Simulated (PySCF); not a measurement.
NMR data simulated for an unnamed compound:

¹H NMR (600 MHz, computed): δ 6.68 (m, 1H), 4.96 (m, 1H), 4.71 (m, 1H), 4.06 (s, 3H), 3.04 (m, 1H), 2.41 (m, 1H), 1.56 (m, 1H), 0.83 (m, 1H).

¹³C{¹H} NMR (computed): δ 147.6 (CH), 109.2 (CH2), 10.4 (C), 3.7 (CH2).

- NMR shieldings at PBE0/pcSseg-1/GIAO
- coordinates at the GFN2-xTB level
- code: PySCF 2.14
- isolated molecule, fast rotation and ring inversion assumed for equivalent nuclei, a single conformation, non-relativistic

δ = σ(ref) − σ, references computed at the same level: TMS for ¹H (31.72 ppm), ¹³C (186.93 ppm).

Which of these does the molecule contain: a non-aromatic C=C double bond, a three-membered ring, a vinyl group CH=CH2, a C≡C triple bond, a CH3CH2 unit, an OH group?

## Answers


- A non-aromatic C=C double bond: yes.
- A three-membered ring: yes.
- A vinyl group CH=CH2: yes (δC 109.2, 147.6; δH 4.96 (m), 4.71 (m), 6.68 (m)).
- A C≡C triple bond: no.
- A CH3CH2 unit: no.
- An OH group: no.

The data belong to `C=C[C@]1([SiH3])C[SiH2]1`, C₄H₁₀Si₂; they needn't prove each group on their own.

Carbon signals by region: 2 in the sp2 and nitrile region (100–160 ppm), 2 below 50 ppm.

Shifts are as computed. Against solution values, carbons near 30 ppm lie about +3 ppm off and those near 130 ppm about +5 ppm. Of 1211 compounds with measured shifts, 218 miss one by over three times the rms of a fit or turn the order of signals round; such compounds aren't used in these exercises. Multiplicities follow the n + 1 count of equivalent neighbours, as no J values were calculated; m marks all less simple cases, F and P coupling included.
